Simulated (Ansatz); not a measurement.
Geometry optimisation, RKS PBE-D4/cc-pVDZ (Ansatz 0.2.0).

input.yaml

```yaml
crystal:
  periodic: [false, false, false]
  atoms:
    - { symbol: Mg, position_ang: [0.2752, 0.2276, 0.2132] }
    - { symbol: H, position_ang: [1.7943, 1.8316, -0.3055] }
    - { symbol: C, position_ang: [-0.1247, -1.7455, 0.7394] }
    - { symbol: H, position_ang: [-0.8509, 1.5542, -0.8381] }
    - { symbol: F, position_ang: [-1.5564, 1.6941, 0.1123] }
    - { symbol: H, position_ang: [1.0318, 1.5899, -0.8641] }
    - { symbol: F, position_ang: [0.0778, 1.2111, -1.5186] }
    - { symbol: H, position_ang: [-0.3655, -2.3021, -0.1634] }
    - { symbol: H, position_ang: [-0.9847, -1.8079, 1.3993] }
    - { symbol: H, position_ang: [0.7031, -2.253, 1.2254] }
basis:
  gaussian: { orbitals: cc-pVDZ }
hamiltonian:
  xc: pbe
  dispersion: d4
relax:
  f_tol: 0.15
  max_steps: 25
  restrain:
    - { distance: [0, 4], at: 3.28, k: 30.0 }
    - { distance: [3, 6], at: 2.18, k: 30.0 }
    - { distance: [5, 1], at: 1.92, k: 30.0 }
    - { distance: [0, 1], at: 1.72, k: 30.0 }
    - { distance: [3, 4], at: 0.88, k: 30.0 }
    - { distance: [5, 6], at: 0.88, k: 30.0 }
output:
  orbitals: {}
```

Run as:

```bash
$ ansatz run input.yaml --threads 2 --pin off --max-ram 3072MiB --backend cpu --events-out ev --progress --plain --runs-dir out
```

Problem. Where does it end, and by what steps?

Solution. The run converged. The restraints hold the end off the free minimum; the threshold counts their pulls, which the force column leaves out. Restrained pairs: Mg1–F5 (2.35 → 3.27 Å), H4–F7 (1.20 → 2.18 Å), H2–H6 (0.98 → 1.91 Å), Mg1–H2 (2.27 → 1.73 Å), H4–F5 (1.19 → 0.92 Å), H6–F7 (1.22 → 0.94 Å). After 8 steps the energy has risen by 0.552 eV (the restraints' own energy left out); H4 moved furthest, 0.81 Å.

| step | energy less start (eV) | largest force component (eV/Å) | accepted |
| --- | --- | --- | --- |
| 0 | 0.0000 | 3.320 | yes |
| 1 | 0.4430 | 2.833 | yes |
| 2 | 0.7271 | 3.467 | yes |
| 3 | 0.9246 | 2.787 | yes |
| 4 | 0.7063 | 1.506 | yes |
| 5 | 0.5704 | 1.068 | yes |
| 6 | 0.5665 | 1.514 | yes |
| 7 | 0.5782 | 1.721 | no |
| 8 | 0.5519 | 1.248 | yes |

```xyz
10
Properties=species:S:1:pos:R:3
Mg 0.869 0.096 0.316
H 1.921 1.468 0.230
C 0.007 -1.761 0.749
H -1.598 1.878 -0.814
F -1.823 1.933 0.076
H 0.903 1.673 -1.370
F 0.238 1.093 -1.682
H -0.372 -2.255 -0.173
H -0.860 -1.655 1.438
H 0.716 -2.470 1.230
```

Time of the run: 34 s on 2 threads of Intel(R) Xeon(R) Processor @ 2.50GHz (Skylake/Cascade Lake) (shared host), peak memory 0.14 GiB.
